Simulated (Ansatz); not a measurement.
Born–Oppenheimer molecular dynamics of C2H4AlBr (8 atoms, charge 0, multiplicity 1). It starts at the highest image of a converged band. Of that band: The profile has 2 maxima (images 1, 3) with wells between them (image 2): this band takes more than one step, which may be the mechanism or a detour left from its start path. Neighbouring images differ by up to 2.2 eV, so the band resolves the path poorly. A vibrational analysis at the climbing image gives one clearly imaginary mode, 1268i cm⁻¹: a first-order saddle point.

The calculation used Ansatz 0.2.0, RKS B3LYP/def2-SVP.

- ensemble: NVE (velocity Verlet)
- time step: 0.5 fs
- steps asked: 200
- starting velocities drawn for: 300 K
- seed: 11806

First frame:

```xyz
8
Properties=species:S:1:pos:R:3
Br -1.749 2.274 -0.371
C -0.516 0.833 -0.569
C 0.103 0.191 0.433
Al 0.974 -1.721 -0.083
H -0.364 0.590 -1.627
H 0.012 0.554 1.466
H 1.468 -0.182 -0.272
H 0.164 -2.596 0.968
```

Problem. How far do the bonds stretch over the last three quarters of this one trajectory? (Pairs bonded in most of those frames.)

Solution. 
| bond | mean (Å) | spread (Å) | shortest | longest |
| --- | --- | --- | --- | --- |
| Br1–C2 | 1.917 | 0.038 | 1.83 | 2.00 |
| C2–C3 | 1.340 | 0.029 | 1.30 | 1.39 |
| C2–H5 | 1.093 | 0.007 | 1.08 | 1.11 |
| C3–H6 | 1.097 | 0.018 | 1.06 | 1.13 |
| C3–H7 | 1.118 | 0.074 | 1.00 | 1.23 |
| Al4–H8 | 1.675 | 0.025 | 1.63 | 1.71 |

Mean temperature of the second half: 1960 K. The conserved energy stayed within 0.36 meV per atom of its start (net change 0.28 meV per atom), so the integration is sound. The kinetic energy rose, since the run started high on the potential surface and went downhill. It ends in pieces (AlH + C2H3Br), so much of that is their flight and rotation, not heat. A run of 0.1 ps of so small a system gives no equilibrium averages. The orbitals stay closed-shell, which can raise the energy where a bond breaks towards radicals; this wasn't checked here.

The run took 5.5 min on 2 threads of Intel(R) Xeon(R) Platinum 8488C (Sapphire Rapids), with other jobs on the host, peak memory 0.23 GiB.
